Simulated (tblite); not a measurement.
Compound: C7H12NP.
Atom-mapped SMILES: `[CH3:1][C@@H:2]1[CH2:3][CH2:4][CH2:5][P:6]1[CH2:7][C:8]#[N:9]` (hydrogens: H10, H11, H12 on C1; H13 on C2; H14, H15 on C3; H16, H17 on C4; H18, H19 on C5; H20, H21 on C7)

Geometry (GFN2-xTB, Å), atoms numbered from 1 in this order:
```
atom  x, y, z in Å
C1    -0.9523    2.0628    0.6277
C2    -0.5455    0.7274    0.0181
C3    -1.5773   -0.3791    0.2494
C4    -0.8611   -1.7084    0.0456
C5     0.4067   -1.6376    0.8932
P6     1.0725    0.1035    0.7660
C7     2.0417   -0.1127   -0.8406
C8     2.2290    1.1705   -1.4455
N9     2.3465    2.2066   -1.9166
H10   -1.0534    1.9750    1.7081
H11   -1.9040    2.3964    0.2172
H12   -0.1993    2.8183    0.4122
H13   -0.3916    0.8664   -1.0587
H14   -2.4246   -0.2685   -0.4290
H15   -1.9513   -0.3214    1.2744
H16   -0.6098   -1.8299   -1.0108
H17   -1.4838   -2.5545    0.3407
H18    0.1635   -1.8085    1.9451
H19    1.1624   -2.3705    0.6055
H20    1.5071   -0.7737   -1.5289
H21    3.0155   -0.5454   -0.5938
```

Level: GFN2-xTB in tblite, geometry and Hessian alike; calculated harmonic values, unscaled, isolated species. This tight-binding method is rough: wavenumbers can miss measured ones by several per cent, in bad cases by 10 to 20. One conformer, not necessarily the lowest.

Harmonic wavenumbers (cm⁻¹): 50.9, 57.0, 116.2, 200.0, 204.5, 230.2, 262.9, 283.6, 378.3, 401.6, 426.8, 472.8, 519.9, 644.1, 681.8, 701.9, 786.4, 817.2, 870.3, 927.2, 961.6, 981.0, 1001.4, 1015.7, 1057.2, 1061.4, 1078.4, 1104.8, 1132.7, 1146.8, 1170.4, 1202.3, 1249.6, 1258.1, 1274.1, 1314.4, 1329.6, 1381.0, 1412.5, 1452.6, 1484.5, 1494.3, 1495.9, 1498.0, 2397.7, 2901.7, 2932.4, 2945.5, 2952.7, 2961.6, 2973.6, 2974.7, 2982.7, 2988.9, 3017.1, 3022.6, 3032.0.

A = 2007, B = 1100, C = 869.2 MHz; mass 141.071 u (most abundant isotopes); point group C1, symmetry number 1.

Q: What is the zero-point energy?

A: ½Σν̃ = 38338 cm⁻¹ = 458.62 kJ/mol.

Q: What is S at 298.15 K and 1 bar for an ideal gas of classical rigid rotors and harmonic oscillators?

A: Translation 170.58, rotation 123.45, vibration 120.44: S = 414.5 J/(mol K).

Q: And Cp and H(298.15 K) − H(0)?

A: Cp = 166.01 J/(mol K), of which vibrations give 132.75 (their classical limit is 57 R = 473.9); H(298.15 K) − H(0) = 29.22 kJ/mol without the zero-point energy, 19.30 from vibrations.

Q: How do the functions run with temperature in this model?

A: 
```csv
T (K),S (J/(mol K)),Cp (J/(mol K)),H − H(0) (kJ/mol),G − H(0) (kJ/mol),ln q(vib)
100,291.3,76.6,5.32,-23.81,1.64
200,358.0,120.4,15.19,-56.41,4.16
300,415.5,166.9,29.53,-95.13,6.75
500,522.0,253.6,71.96,-189.04,12.04
800,661.3,338.5,161.90,-367.17,19.89
1000,741.1,375.7,233.50,-507.57,24.84
```

q(vib) and H(0) count from the zero-point level.

Q: Blend soft modes into free rotors: weight 1/[1 + (100 cm⁻¹/ν̃)⁴] for the oscillator and the rest for a rotor with moment μB/(μ + B), μ = h/(8π²ν), B = 10⁻⁴⁴ kg m². What vibrational entropy results?

A: 110.62 J/(mol K) in place of 120.44, which changes −T·S at 298.15 K by +2.93 kJ/mol.

Q: Which modes carry the vibrational entropy at 298.15 K?

A: 50.9 cm⁻¹: 20.01; 57.0 cm⁻¹: 19.07; 116.2 cm⁻¹: 13.23; 200.0 cm⁻¹: 8.92; 204.5 cm⁻¹: 8.75; 230.2 cm⁻¹: 7.85 J/(mol K); the other 51 give 42.59 together.

Q: What must be added to the electronic energy to get the Gibbs energy at 298.15 K and 1 bar?

A: ZPE + [H(298.15 K) − H(0)] − T·S = 458.62 + 29.22 − 123.58 = 364.26 kJ/mol.

Hindered rotation and anharmonicity are outside this model. Other conformers, if any are populated, would add a mixing term that is left out. The structure is chiral; the term R ln 2 for an equal mix with its mirror image is left out.

The run took 0.94 s of wall time on Arm Neoverse V1, one thread, no GPU, on a shared host. The figure is for the frequency step alone.
